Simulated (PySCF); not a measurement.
Delta-SCF ions had no search for a lower state. 

Cartesian coordinates (Å):
SMILES: [O-][SiH2]C=S
```xyz
7

O     -1.5938    -1.1608    -0.7468
Si    -0.8680     0.0473    -0.0895
C      1.0317    -0.2228     0.0638
S      2.2406     0.8277    -0.1842
H     -1.1818     0.3533     1.3637
H     -0.9545     1.3925    -0.7573
H      1.3257    -1.2371     0.3503
```
Charge -1, spin multiplicity 1.

What is the computed vertical detachment energy (Delta-SCF), HOMO and total energy (TPSSh-D3(BJ)/def2-TZVPD // CAM-B3LYP-D3(BJ)/def2-TZVPD (PySCF))?


The vertical detachment energy (Delta-SCF) comes out as 3.40 eV, the HOMO is -1.09 eV and the total energy comes out as -21850.45 eV.
